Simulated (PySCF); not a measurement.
NaBe at PBE

Computed with PBE; PySCF, no relativity, basis sets Na aug-cc-pVDZ, Be aug-cc-pVDZ.

For NaBe, the state is ²Σ⁺ (doublet), unpaired electrons σ ↑, the bond length is 2.870 Å and the harmonic wavenumber is 218 cm⁻¹. The force constant is 0.181 mdyn/Å and the rotational constant Be is 0.3160 cm⁻¹. The anharmonicity ωexe is 2.80 cm⁻¹, the vibration–rotation constant αe is 0.00608 cm⁻¹ and the well depth De to Na + Be is 0.44 eV. The dissociation energy D0 is 0.42 eV and the bond order (Mayer) is 0.58. The dipole moment (positive dipole means Na(−)Be(+)) is -2.52 D.

The state is the lowest determinant that a PBE0 search found; another state may lie lower at other levels.
